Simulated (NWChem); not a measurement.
Correlation energy of ammonia borane (H6BN)

```
N
H 1 1.0228
H 1 1.0228 2 107.60
H 1 1.0228 2 107.60 3 -115.67
B 1 1.6538 2 111.29 3 122.16
H 5 1.2226 1 105.09 2 180.00
H 5 1.2226 6 113.48 1 114.27
H 5 1.2226 6 113.48 7 131.47
```
Charge 0, spin multiplicity 1.

Program: NWChem. Structure: optimised with B3LYP/def2-SVP, a minimum by its harmonic frequencies.

Basis set: STO-3G. Each correlation energy counts from its own Hartree-Fock reference.

```csv
method,correlation energy (mHa),difference from CCSD(T)
MP2,-101.3,+35.6
SCS-MP2,-114.2,+22.7
CR-CCSD[T],-136.9,0.0
CR-CCSD(T),-136.8,+0.1
CCSD,-136.2,+0.7
CCSD+T(CCSD),-137.0,-0.1
CCSD(T),-136.9,0.0
CCSDT,-137.1,-0.2
```

The values span 35.8 mHa, from CCSDT (lowest) to MP2 (highest). 

The correlated methods keep 2 core orbitals frozen. No row is a measurement; the coupled-cluster row has its own basis-set and correlation limits.
